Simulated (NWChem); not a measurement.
System: C$_{3}$H$_{5}$FSi; SMILES C#C[Si@H](C)F

Excerpt of the output:

```
             Northwest Computational Chemistry Package (NWChem) 7.3.0
             --------------------------------------------------------

 C1  symmetry detected

                             Geometry "geometry" -> ""
                             -------------------------

 Output coordinates in angstroms (scale by  1.889725989 to convert to a.u.)

  No.       Tag          Charge          X              Y              Z
 ---- ---------------- ---------- -------------- -------------- --------------
    1 C                    6.0000     0.02464588     2.57702503    -0.18908715
    2 C                    6.0000    -0.03272926     1.38423558     0.03271552
    3 Si                  14.0000    -0.07822542    -0.40769566     0.38519928
    4 C                    6.0000     1.43869045    -1.25917397    -0.29717037
    5 F                    9.0000    -1.40166589    -1.02436979    -0.31385074
    6 H                    1.0000     0.06628948     3.62600482    -0.38545799
    7 H                    1.0000    -0.21293140    -0.60600298     1.84995358
    8 H                    1.0000     1.52460330    -1.10523028    -1.37832727
    9 H                    1.0000     2.34584025    -0.86231732     0.17404768
   10 H                    1.0000     1.40270487    -2.33790680    -0.10709724

 Effective nuclear repulsion energy (a.u.)     204.6300711111

                                 NWChem DFT Module
                                 -----------------

 Summary of "ao basis" -> "ao basis" (spherical)
 ------------------------------------------------------------------------------
       Tag                 Description            Shells   Functions and Types
 ---------------- ------------------------------  ------  ---------------------
 C                          def2-svp                 6       14   3s2p1d
 Si                         def2-svp                 8       18   4s3p1d
 F                          def2-svp                 6       14   3s2p1d
 H                          def2-svp                 3        5   2s1p

            General Information
            -------------------
          SCF calculation type: DFT
          Wavefunction type:  closed shell.
          No. of atoms     :    10
          No. of electrons :    46
           Alpha electrons :    23
            Beta electrons :    23
          Charge           :     0
          Spin multiplicity:     1
          Use of symmetry is: off; symmetry adaption is: off
          Maximum number of iterations: 150
          AO basis - number of functions:    99
                     number of shells:    47
          Convergence on energy requested:  1.00D-06
          Convergence on density requested:  1.00D-05
          Convergence on gradient requested:  5.00D-04

              XC Information
              --------------
                       PW6B95 Method XC Functional
                     Hartree-Fock (Exact) Exchange  0.280
                    PW6B95 GGA Exchange Functional  0.720
                      PW6B95 Correlation Potential  1.000

             Grid Information
             ----------------
          Grid used for XC integration:  medium
          Radial quadrature: Mura-Knowles
          Angular quadrature: Lebedev.
          Tag              B.-S. Rad. Rad. Pts. Rad. Cut. Ang. Pts.
          ---              ---------- --------- --------- ---------
          C                   0.70       49          12.0       434
          Si                  1.10       88          11.0       590
          F                   0.50       49          12.0       434
          H                   0.35       45          14.0       434
          Grid pruning is: on
          Number of quadrature shells:   509
          Spatial weights used:  Erf1

      Superposition of Atomic Density Guess
      -------------------------------------

 Sum of atomic energies:        -503.40188233

      Non-variational initial energy
      ------------------------------

 Total energy =    -505.519685
 1-e energy   =   -1099.438388
 2-e energy   =     389.288632
 HOMO         =      -0.348842
 LUMO         =      -0.000932

     ---------------------------------------------
      Total Density - Mulliken Population Analysis
     ---------------------------------------------

    Atom       Charge   Shell Charges
 -----------   ------   -------------------------------------------------------
    1 C    6     6.16   1.99  0.98  0.57  1.86  0.72  0.03
    2 C    6     6.24   1.99  1.02  0.31  1.98  0.92  0.03
    3 Si  14    12.88   2.00  1.99  0.92  0.19  5.93  0.96  0.63  0.26
    4 C    6     6.59   1.99  0.96  0.28  2.12  1.23  0.01
    5 F    9     9.57   1.99  1.15  0.78  3.52  2.13  0.00
    6 H    1     0.88   0.63  0.22  0.03
    7 H    1     1.09   0.70  0.38  0.01
    8 H    1     0.87   0.65  0.19  0.03
    9 H    1     0.86   0.65  0.18  0.03
   10 H    1     0.86   0.65  0.18  0.03

   convergence    iter        energy       DeltaE   RMS-Dens  Diis-err
 ---------------- ----- ----------------- --------- --------- ---------
 d= 0,ls=0.0,diis     1   -506.8617768891 -7.11D+02  1.20D-02  4.99D-01
 d= 0,ls=0.0,diis     2   -506.8727811167 -1.10D-02  5.77D-03  6.35D-01
 d= 0,ls=0.0,diis     3   -506.9262796478 -5.35D-02  1.27D-03  2.81D-02
 d= 0,ls=0.0,diis     4   -506.9281797256 -1.90D-03  5.62D-04  4.19D-03
 d= 0,ls=0.0,diis     5   -506.9285518901 -3.72D-04  2.24D-04  1.54D-03
  Resetting Diis
 d= 0,ls=0.0,diis     6   -506.9287466674 -1.95D-04  4.46D-05  3.28D-05
 d= 0,ls=0.0,diis     7   -506.9287508665 -4.20D-06  1.61D-05  1.21D-06
 d= 0,ls=0.0,diis     8   -506.9287508424  2.41D-08  8.19D-06  1.40D-06

         Total DFT energy =     -506.928750842394
      One electron energy =    -1103.776885184137
           Coulomb energy =      442.254858752732
    Exchange-Corr. energy =      -50.036795522120
 Nuclear repulsion energy =      204.630071111131

 Numeric. integr. density =       45.999993418639

                       DFT Final Molecular Orbital Analysis
                       ------------------------------------

 Vector   21  Occ=2.000000D+00  E=-3.524519D-01
              MO Center=  3.2D-01, -3.9D-01,  2.3D-01, r^2= 3.6D+00
   Bfn.  Coefficient  Atom+Function         Bfn.  Coefficient  Atom+Function
  ----- ------------  ---------------      ----- ------------  ---------------
    50      0.270489   4 C  px               80      0.234455   7 H  s
    38      0.185757   3 Si pz               66      0.184530   5 F  pz
    52     -0.159259   4 C  pz               53      0.159052   4 C  px
    20      0.158118   2 C  pz               81      0.157993   7 H  s
    36     -0.155350   3 Si px               64     -0.152806   5 F  px

 Vector   22  Occ=2.000000D+00  E=-3.148320D-01
              MO Center= -1.1D-02,  1.9D+00, -6.3D-02, r^2= 1.6D+00
   Bfn.  Coefficient  Atom+Function         Bfn.  Coefficient  Atom+Function
  ----- ------------  ---------------      ----- ------------  ---------------
     4      0.348786   1 C  px               18      0.348280   2 C  px
    20      0.232352   2 C  pz                6      0.230600   1 C  pz
     7      0.200224   1 C  px               21      0.200089   2 C  px
     9      0.132491   1 C  pz               23      0.130887   2 C  pz
    65     -0.078946   5 F  py               68      0.058454   5 F  py

 Vector   23  Occ=2.000000D+00  E=-3.066484D-01
              MO Center=  1.0D-01,  1.4D+00,  4.7D-02, r^2= 3.1D+00
   Bfn.  Coefficient  Atom+Function         Bfn.  Coefficient  Atom+Function
  ----- ------------  ---------------      ----- ------------  ---------------
     6      0.323218   1 C  pz               20      0.303536   2 C  pz
     4     -0.220303   1 C  px               18     -0.206740   2 C  px
     9      0.191450   1 C  pz               23      0.171006   2 C  pz
    80     -0.156713   7 H  s                50     -0.135745   4 C  px
     7     -0.130881   1 C  px               49      0.126577   4 C  s

 Vector   24  Occ=0.000000D+00  E=-8.295815D-03
              MO Center=  2.6D-03,  1.1D+00,  1.2D-01, r^2= 3.7D+00
   Bfn.  Coefficient  Atom+Function         Bfn.  Coefficient  Atom+Function
  ----- ------------  ---------------      ----- ------------  ---------------
    39      0.480804   3 Si px                7     -0.418427   1 C  px
     4     -0.310951   1 C  px               21      0.309089   2 C  px
     9     -0.276583   1 C  pz               63      0.243097   5 F  s
    40      0.239564   3 Si py               41      0.235808   3 Si pz
    18      0.211025   2 C  px               23      0.206968   2 C  pz

 Vector   25  Occ=0.000000D+00  E= 6.954062D-03
              MO Center=  4.1D-02,  1.3D+00,  1.6D-02, r^2= 3.9D+00
   Bfn.  Coefficient  Atom+Function         Bfn.  Coefficient  Atom+Function
  ----- ------------  ---------------      ----- ------------  ---------------
    49      0.676226   4 C  s                 9     -0.471657   1 C  pz
    23      0.392956   2 C  pz               81     -0.334639   7 H  s
    41      0.324199   3 Si pz                6     -0.320329   1 C  pz
     7      0.312938   1 C  px               96     -0.297620  10 H  s
    21     -0.260975   2 C  px               20      0.251889   2 C  pz

 Vector   26  Occ=0.000000D+00  E= 7.649530D-02
              MO Center=  1.3D+00, -1.2D+00, -1.9D-01, r^2= 5.6D+00
   Bfn.  Coefficient  Atom+Function         Bfn.  Coefficient  Atom+Function
  ----- ------------  ---------------      ----- ------------  ---------------
    49      2.567501   4 C  s                91     -1.055560   9 H  s
    32     -1.050287   3 Si s                86     -1.036366   8 H  s
    96     -0.768688  10 H  s                40      0.503481   3 Si py
    81      0.496470   7 H  s                39     -0.266422   3 Si px
    63      0.171115   5 F  s                48      0.166556   4 C  s

[...]
```

Level: PW6B95/def2-SVP. Geometry: optimised at B3LYP/6-31G* (spherical d).

Reconstruct the input file.

One answer among several that fit: the input that was run:
```
start job
memory heap 200 mb stack 900 mb global 1100 mb
geometry units angstroms noautoz
  C      0.061167     2.566186    -0.189824
  C     -0.020575     1.373236     0.023304
  Si    -0.102926    -0.419802     0.363253
  C      1.406630    -1.294362    -0.306122
  F     -1.428576    -1.007748    -0.356069
  H      0.124258     3.615476    -0.378674
  H     -0.259334    -0.625052     1.824891
  H      1.508702    -1.135049    -1.385094
  H      2.314924    -0.917141     0.178820
  H      1.348734    -2.373462    -0.123698
end
basis spherical
  * library def2-svp
end
dft
  xc pw6b95
  iterations 150
  mulliken
end
task dft energy
```
